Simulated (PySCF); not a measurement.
Isomers of C2H4B2. Gas-phase values, no solvent. One relaxed conformer stands for each flexible species; it need not be the lowest. Strings in code marks are SMILES.

The four lowest singlet excitations (Tamm–Dancoff). Method: CAM-B3LYP-D3(BJ)/def2-TZVP (PySCF 2.14.0). Excitations are Tamm–Dancoff values on a coarser integration grid. The basis has no diffuse functions, so Rydberg states are missing or too high.

| state | energy (eV) | wavelength (nm) | oscillator strength |
|---|---|---|---|
| S1 | 3.43 | 361 | 0.031 |
| S2 | 5.00 | 248 | 0.058 |
| S3 | 5.17 | 240 | 0.052 |
| S4 | 5.40 | 229 | 0.217 |

**Question.** Name which member gives these states.
(A) `CC1=BB1`
(B) `B=BC=C`
(C) `BC1=CB1`
(D) `CB1B=C1`

**Answer.** B, `B=BC=C`
